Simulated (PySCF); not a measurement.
Job file and geometry (Å, from GFN2-xTB) of an NMR shielding run on `[SiH3][SiH2]O[C@@]12C[C@@H]1[C@H]2S[SiH3]`, C4H12OSSi3, GIAO PBE0/pcSseg-1 NMR shielding, non-relativistic, gas phase in PySCF 2.14.0, density-fitted response routines; density fitting, a coarse starting grid and PySCF grid level 2 are the driver's defaults:

```
$ OMP_NUM_THREADS=1 python probes_run.py task.json out

{"job": {"kind": "nmr", "xc": "PBE0", "basis": "pcSseg-1"}, "charge": 0, "multiplicity": 1}
Si     1.843554    -2.540310    -0.911512
Si     1.852248    -0.507926     0.154366
O      0.244422    -0.174753     0.228160
C     -0.332878     0.933582     0.727050
C      0.076551     1.913461     1.774919
C     -0.305920     2.390253     0.402628
C     -1.588003     1.611998     0.307930
S     -2.240783     1.266703    -1.335724
Si    -2.103033    -0.877414    -1.409403
H      1.850865    -2.429859    -2.374597
H      0.726123    -3.428016    -0.571802
H      3.078188    -3.245392    -0.553755
H      2.373607    -0.472753     1.531550
H      2.537740     0.607984    -0.519662
H      1.127652     1.938651     2.033779
H     -0.588831     2.110706     2.609505
H      0.190409     3.005631    -0.313753
H     -2.385507     1.791773     1.024537
H     -2.259060    -1.374387    -0.051296
H     -3.250940    -1.228558    -2.234355
H     -0.855323    -1.274432    -2.047070
```

**Question.** Write the output of this run.

**Answer.** 
```
coarse grid: 19368 points
cycle   1  E = -1500.4858311059  dE =  1.292e+00  |g| = 6.144e-01  |ddm| = 4.324e+00
cycle   2  E = -1500.4186586250  dE =  6.717e-02  |g| = 8.770e-01  |ddm| = 1.293e+00
cycle   3  E = -1500.5568107794  dE = -1.382e-01  |g| = 1.108e-01  |ddm| = 8.406e-01
cycle   4  E = -1500.5588844151  dE = -2.074e-03  |g| = 4.800e-02  |ddm| = 1.544e-01
cycle   5  E = -1500.5594209205  dE = -5.365e-04  |g| = 1.229e-02  |ddm| = 6.048e-02
cycle   6  E = -1500.5594546144  dE = -3.369e-05  |g| = 3.292e-03  |ddm| = 1.526e-02
cycle   7  E = -1500.5594569679  dE = -2.353e-06  |g| = 6.395e-04  |ddm| = 3.560e-03
final grid: 168032 points
cycle   8  E = -1500.6225561510  dE = -2.761e-05  |g| = 1.063e-02  |ddm| = 3.412e-02
cycle   9  E = -1500.6225282398  dE =  2.791e-05  |g| = 1.583e-02  |ddm| = 2.302e-02
cycle  10  E = -1500.6225792145  dE = -5.097e-05  |g| = 1.278e-03  |ddm| = 1.442e-02
cycle  11  E = -1500.6225795504  dE = -3.358e-07  |g| = 3.069e-04  |ddm| = 1.707e-03
cycle  12  E = -1500.6225795713  dE = -2.091e-08  |g| = 9.441e-05  |ddm| = 4.941e-04
cycle  13  E = -1500.6225795732  dE = -1.904e-09  |g| = 2.971e-05  |ddm| = 1.181e-04
cycle  14  E = -1500.6225795734  dE = -2.192e-10  |g| = 5.541e-06  |ddm| = 3.865e-05
converged SCF energy = -1500.6225795734

GIAO shielding tensors (ppm)
atom      isotropic    diamagn.    paramagn.     s11        s22        s33       span
  0 Si     467.939     880.171    -412.232    446.313    474.696    482.808     36.495
  1 Si     374.382     881.876    -507.493    310.212    342.992    469.944    159.732
  2 O      331.636     401.864     -70.228    290.581    337.372    366.956     76.375
  3 C      125.986     234.991    -109.006     92.174    113.789    171.994     79.819
  4 C      156.847     258.391    -101.544    147.777    153.388    169.374     21.597
  5 C      173.941     265.376     -91.435    134.757    182.779    204.287     69.530
  6 C      140.302     257.985    -117.683    119.308    126.347    175.251     55.943
  7 S      686.477    1058.165    -371.688    516.945    606.938    935.549    418.604
  8 Si     397.921     879.466    -481.545    363.038    386.243    444.482     81.444
  9 H       28.052      29.224      -1.172     24.689     26.364     33.103      8.414
 10 H       28.076      29.636      -1.560     24.442     27.220     32.566      8.124
 11 H       28.434      28.169       0.265     24.900     25.626     34.776      9.876
 12 H       26.467      30.539      -4.072     22.485     25.365     31.551      9.067
 13 H       26.666      30.806      -4.140     22.980     25.646     31.372      8.392
 14 H       29.527      32.776      -3.249     24.046     26.983     37.551     13.505
 15 H       30.911      31.009      -0.097     24.787     27.747     40.200     15.412
 16 H       29.546      35.512      -5.966     24.986     27.437     36.215     11.229
 17 H       29.348      31.983      -2.636     21.184     28.771     38.088     16.903
 18 H       26.901      30.676      -3.775     24.117     25.622     30.963      6.846
 19 H       27.216      28.842      -1.626     22.645     25.274     33.727     11.082
 20 H       26.895      31.840      -4.945     21.738     26.475     32.472     10.734
```

**Question.** Turn these shieldings into chemical shifts. References, each an isolated molecule treated in the same way: ²⁹Si (σref 349.16) and ¹³C (σref 186.93) and ¹H (σref 31.72) against TMS; ¹⁷O (σref 336.08) against H2O; ³³S (σref 503.73) against CS2.

**Answer.** Averaging equivalent atoms: Si 1: -25.2; Si 8: -48.8; Si 0: -118.8; O 2: 4.4; C 3: 60.9; C 6: 46.6; C 4: 30.1; C 5: 13.0; S 7: -183; H 12: 5.25; H 13: 5.05; H 18/19/20: 4.71; H 9/10/11: 3.53; H 17: 2.37; H 14: 2.19; H 16: 2.17; H 15: 0.81 ppm. Experimental scales use liquid or dissolved standards, which lie at an offset from isolated H2O (liquid H2O: subtract about 36 ppm).

Size and cost of the density-fitted run: 241 basis functions, 40 s wall time on 1 thread of an AMD EPYC 9R45 96-Core, shared host; peak memory 1.1 GiB.
